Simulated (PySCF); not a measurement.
A structure optimised at PBE0-D3(BJ)/def2-SVP, used in a PySCF frequency run:

```xyz
9

C      2.1225    -0.0692     0.8138
Se     0.9848    -0.3471    -0.6143
Se    -0.9942     0.6341     0.1543
C     -1.8664    -0.9510     0.8793
H      3.1914     0.0156     0.6050
H      1.7325     0.0364     1.8274
H     -2.8586    -0.6233     1.2235
H     -1.9840    -1.7129     0.0988
H     -1.2976    -1.3521     1.7274
```
Charge 0, spin multiplicity 2.

**Question.** Write its SMILES and formula.

**Answer.** [CH2][Se][Se]C, C2H5Se2

**Question.** What are its rotational constants (standard atomic weights)?

**Answer.** 5.7438, 1.4665, 1.4421 GHz
